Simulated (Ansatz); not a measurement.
CH7NOSi can be A, `NC[SiH2]O`, or B, `C[SiH](N)O`.

Calculated with Ansatz (gas phase, PBE0-D4/def2-TZVP geometries, no zero-point term in ΔE). CCSD(T)/CBS is the MP2 limit (def2-TZVPP, def2-QZVPP) plus CCSD(T) − MP2 in def2-TZVPP, frozen cores. DFT in def2-TZVPP. B3LYP here is the variant with VWN-RPA as its local correlation; programs differ in this. Each species was taken in one conformer, which may not be the lowest.

Which is lower in electronic energy at CCSD(T)/CBS, and by how much? (An estimate is asked.)

The calculation gave: B, by 161.3 kJ/mol.

Give E(B) − E(A) in kJ/mol with B3LYP, HF/def2-TZVPP, CCSD/def2-TZVPP, CCSD(T)/def2-TZVPP, LDA (SPW92), B3LYP-D4, r2SCAN-D4. (Best estimate.)

Ansatz gave: B3LYP -157.4, HF/def2-TZVPP -162.0, CCSD/def2-TZVPP -158.9, CCSD(T)/def2-TZVPP -157.9, LDA (SPW92) -150.7, B3LYP-D4 -157.3, r2SCAN-D4 -162.3. None reverses the order clearly.

Does the order hold for the free energy at 298.15 K (harmonic terms from PBE0-D4)? (Best estimate.)

Ansatz gave: Yes: G(B) − G(A) = -163.5 kJ/mol, for one conformer each.

Largest T1 diagnostic: 0.010.

From PBE to PBE0 (25 % exact exchange), in def2-TZVPP and without D4, E(B) − E(A) moves by −4.4 kJ/mol. At CCSD(T), def2-SVP lies +28.2 kJ/mol from the extrapolated value and def2-TZVPP +3.4 kJ/mol.
